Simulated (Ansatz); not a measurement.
`F[CH2][SnH2][Br]` + H₂O → `[OH][SnH2][Br]` + `CF` at 600 K and 1 bar (formal hydrolysis of the Sn–C bond).

Program: Ansatz. Geometries: PBE0-D4/def2-TZVP. ΔE: electronic, gas phase. CCSD(T)/CBS is the MP2 limit (def2-TZVPP, def2-QZVPP) plus CCSD(T) − MP2 in def2-TZVPP, frozen cores. This one scheme is used for every species. Elements past krypton have def2 core potentials. For Br, Sn outer-core shells are correlated without core-valence functions, which leaves a few kJ/mol of doubt a bond. Scalar relativity is left out up to krypton. Each species was taken in one conformer, which may not be the lowest.

```json
{"species": "`F[CH2][SnH2][Br]`", "CCSD(T)/CBS energy (Eh)": "-2927.60980", "H − E (kJ/mol)": "169.3", "S (J/(mol·K))": "447.2"}
{"species": "H₂O", "CCSD(T)/CBS energy (Eh)": "-76.37941", "H − E (kJ/mol)": "76.8", "S (J/(mol·K))": "212.8"}
{"species": "`[OH][SnH2][Br]`", "CCSD(T)/CBS energy (Eh)": "-2864.37583", "H − E (kJ/mol)": "118.1", "S (J/(mol·K))": "397.3"}
{"species": "`CF`", "CCSD(T)/CBS energy (Eh)": "-139.63461", "H − E (kJ/mol)": "127.6", "S (J/(mol·K))": "254.6"}
```

H − E and S are ideal-gas, rigid-rotor, harmonic terms from PBE0-D4/def2-TZVP, for one conformer and one mirror image of each species. 1 Eh = 2625.50 kJ/mol, R = 8.31446 J/(mol·K).

Problem. By hand: ΔE, ΔH, ΔS and ΔG.

Solution. ΔE = (-2864.37583) + (-139.63461) − (-2927.60980) − (-76.37941) = -0.02123 Eh = -55.7 kJ/mol. Δ(H − E) = 118.1 + 127.6 − 169.3 − 76.8 = -0.4, so ΔH = -56.1 kJ/mol. ΔS = 397.3 + 254.6 − 447.2 − 212.8 = -8.1 J/(mol·K). ΔG = -56.1 − 600 × (-8.1)/1000 = -51.2 kJ/mol.

Problem. By hand: the equilibrium constant, and the temperature at which ΔG would vanish if ΔH and ΔS stayed fixed.

Solution. log₁₀ K = −ΔG/(RT ln 10) = 4.5. ΔG = 0 at ΔH/ΔS = 6926 K, far beyond where these terms or the molecules hold.

The number of gas molecules stays the same, so ΔS is small and ΔH decides. A doubt of 5 kJ/mol in ΔE shifts log₁₀ K by 0.4 here. Other conformers and mirror images would add mixing entropy, several J/(mol·K) or more a flexible species. Modes under 60 cm⁻¹, often nearly free rotors, make the harmonic entropy too high. These are equilibria of isolated gas molecules and say nothing of rates. Largest T1 diagnostic: 0.011 (customary marks: 0.02 for closed shells, 0.045 for open ones).
